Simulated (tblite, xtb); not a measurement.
HCl, charge +1, doublet, at a GFN2-xTB geometry (a state made from the parent by changing its charge; the spin is typed, not shown lowest). Base run: GFN1-xTB in xtb 6.7.1.

Input for xtb:
```
$ xtb mol.xyz --gfn 1 --chrg 1 --uhf 1 --json

# file mol.xyz
2

Cl    -0.00000000    -0.00000000    -0.07394818
H      0.00000000     0.00000000     1.25711911
```

Programs used: tblite, xtb; a row that names a program was run with it.

The base run was repeated with changes; each row names its change, and settings that it needs were set with it.

| change | ΔE vs base (mEh) | SCF cycles |
|---|---|---|
| base | 0.000 | 7 |
| file = coord | 0.000 | 7 |
| etemp = 3000 | -11.857 | 7 |
| alpb = benzene | -89.116 | 7 |
| program = tblite; method = gfn1; option = (--alpb, water) | -98.886 | - |
| program = tblite; method = gfn1; option = (--efield, 0,0,0.1) | -1.446 | - |

ALPB and GBSA are two models with their own fitted parameters for each solvent, which aren't always the measured dielectric constant.
